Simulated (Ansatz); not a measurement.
The first iterations of a band of CH8GaNO (12 atoms, charge 0, multiplicity 1).

All numbers below come from RKS revPBE/def2-SVP in Ansatz.

```json
{"movable images": "7", "climbing image": "yes", "spring": "5.0 eV/Å²", "optimiser": "fire", "start path": "through a guess of the saddle point", "force threshold": "0.05 eV/Å", "iteration limit": "60", "end points": "relaxed"}
```

First end point:

```xyz
12
Properties=species:S:1:pos:R:3
Ga -1.452 -0.277 0.392
N -0.098 -1.288 1.341
H -1.803 -0.846 -1.047
H -2.338 0.692 1.269
H 0.736 0.086 0.562
O 0.380 0.886 0.033
C 1.040 1.036 -1.228
H 0.071 -2.249 1.019
H -0.174 -1.321 2.365
H 2.109 1.301 -1.077
H 0.980 0.117 -1.854
H 0.550 1.864 -1.775
```

Last end point:

```xyz
12
Properties=species:S:1:pos:R:3
Ga -1.181 -0.063 0.112
N -0.116 -1.310 1.534
H -1.621 -1.054 -1.055
H -2.171 0.731 1.067
H 0.810 -0.866 1.407
O 0.474 0.774 -0.159
C 0.938 1.227 -1.405
H -0.029 -2.308 1.300
H -0.387 -1.233 2.523
H 2.042 1.390 -1.362
H 0.752 0.509 -2.247
H 0.487 2.205 -1.714
```

| iteration | highest image above the first end (eV) | largest band force component (eV/Å) |
| --- | --- | --- |
| 1 | 0.592 | 3.174 |
| 2 | 0.395 | 1.379 |
| 3 | 0.340 | 2.772 |
| 4 | 0.308 | 2.014 |
| 5 | 0.266 | 0.816 |
| 6 | 0.242 | 1.070 |
| 7 | 0.240 | 0.976 |
| 8 | 0.236 | 0.798 |
| 9 | 0.231 | 0.785 |
| 10 | 0.224 | 0.771 |
| 11 | 0.217 | 0.753 |
| 12 | 0.208 | 0.730 |
| 13 | 0.197 | 0.701 |
| 14 | 0.196 | 0.699 |
| 15 | 0.193 | 0.695 |
| 16 | 0.188 | 0.689 |
| 17 | 0.182 | 0.680 |
| 18 | 0.177 | 0.668 |
| 19 | 0.175 | 0.650 |
| 20 | 0.172 | 0.625 |

Q: Does the band converge within its limit, and where does its top end?

A: It did not converge within its limit. It ended after 60 iterations with the highest image 0.109 eV above the first end. The band didn't meet its force threshold, so its energies are provisional: the largest band force was still 0.10 eV/Å, and over the last iterations the top stayed at 0.11 eV. The orbitals stay closed-shell, which can raise the energy where a bond breaks towards radicals; this wasn't checked here.

Time of the run: 14 min on 2 threads of Arm Neoverse V1, on a shared host, peak memory 0.16 GiB.
